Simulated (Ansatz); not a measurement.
`CO[SiH](C)C` → `CO[SiH2]C` + `[CH2]` (triplet) at 700 K and 1 bar (formal loss of a carbene).

Computed with Ansatz on PBE0-D4/def2-TZVP structures; ΔE is electronic, products minus reactants. CCSD(T)/CBS is the MP2 limit (def2-TZVPP, def2-QZVPP) plus CCSD(T) − MP2 in def2-TZVPP, frozen cores. This one scheme is used for every species. Triplets are unrestricted, without spin–orbit coupling. One conformer a species, not always the lowest.

```
          species  CCSD(T)/CBS energy (Eh)  H − E (kJ/mol)  S (J/(mol·K))
    `CO[SiH](C)C`               -484.48883           424.4          521.3
      `CO[SiH2]C`               -445.20896           329.8          453.3
`[CH2]` (triplet)                -39.09499            70.4          226.8
```

H − E and S are ideal-gas, rigid-rotor, harmonic terms from PBE0-D4/def2-TZVP, for one conformer and one mirror image of each species, with the whole ground term of open shells counted as degenerate. 1 Eh = 2625.50 kJ/mol, R = 8.31446 J/(mol·K).

Task: By hand: ΔE, ΔH, ΔS and ΔG.

Result: ΔE = (-445.20896) + (-39.09499) − (-484.48883) = 0.18488 Eh = 485.4 kJ/mol. Δ(H − E) = 329.8 + 70.4 − 424.4 = -24.2, so ΔH = 461.2 kJ/mol. ΔS = 453.3 + 226.8 − 521.3 = 158.8 J/(mol·K). ΔG = 461.2 − 700 × (158.8)/1000 = 350.0 kJ/mol.

Task: By hand: the equilibrium constant, and the temperature at which ΔG would vanish if ΔH and ΔS stayed fixed.

Result: log₁₀ K = −ΔG/(RT ln 10) = -26.1. ΔG = 0 at ΔH/ΔS = 2904 K, far beyond where these terms or the molecules hold.

The number of gas molecules changes by +1, which sets the sign of ΔS. A doubt of 5 kJ/mol in ΔE shifts log₁₀ K by 0.4 here. Other conformers and mirror images would add mixing entropy, several J/(mol·K) or more a flexible species. A triplet takes part, so the spin changes. These are equilibria of isolated gas molecules and say nothing of rates. Largest T1 diagnostic: 0.011 (customary marks: 0.02 for closed shells, 0.045 for open ones).
